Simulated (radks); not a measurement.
Problem. Excited configurations of Eu I: one electron is placed in a higher orbital outside [Xe] 4f7 6s1. The ground configuration is [Xe] 4f7 6s2. All-electron calculation, Dirac Kohn-Sham, BLYP, spin-unpolarised, spherical densities, finite nucleus; open shells fill j = l - 1/2 first; Fermi nuclear charge, rms radius 5.1115 fm. Program: a radial shooting solver on a logarithmic mesh with Libxc functionals. Excitation = E - E(ground); binding = E(ion) - E, where the ion is the core of charge +1; n* = 1/sqrt(2 binding) in atomic units, and the quantum defect is n - n*.

| outer orbital | excitation (eV) | binding (eV) | n* | quantum defect | eigenvalue (eV) | <r> (bohr) |
|---|---|---|---|---|---|---|
| 6p1/2 | 2.392 | 3.568 | 1.953 | 4.047 | -1.692 | 5.598 |
| 6d3/2 | 4.582 | 1.378 | 3.143 | 2.857 | -0.571 | 11.80 |
| 7s1/2 | 3.934 | 2.026 | 2.591 | 4.409 | -1.128 | 10.30 |
| 7p1/2 | 4.404 | 1.555 | 2.958 | 4.042 | -0.849 | 12.76 |

Estimate the row for 5d3/2.

Solution. excitation (eV) 2.094; binding (eV) 3.865; n* 1.876; quantum defect 3.124; eigenvalue (eV) -1.003; <r> (bohr) 3.724. The Delta-SCF ionisation energy is 5.960 eV (NIST Atomic Spectra Database: 5.670 eV, measured). Self-interaction in the functional shifts the binding energies and quantum defects, so they are the method's values and not measured ones. Spin polarisation and multiplet splitting are left out, so open shells lie too high by an amount that depends on their filling.

Beside tabulated values, note that spin-unpolarised runs miss the spin-polarisation part of the exchange energy of open shells.
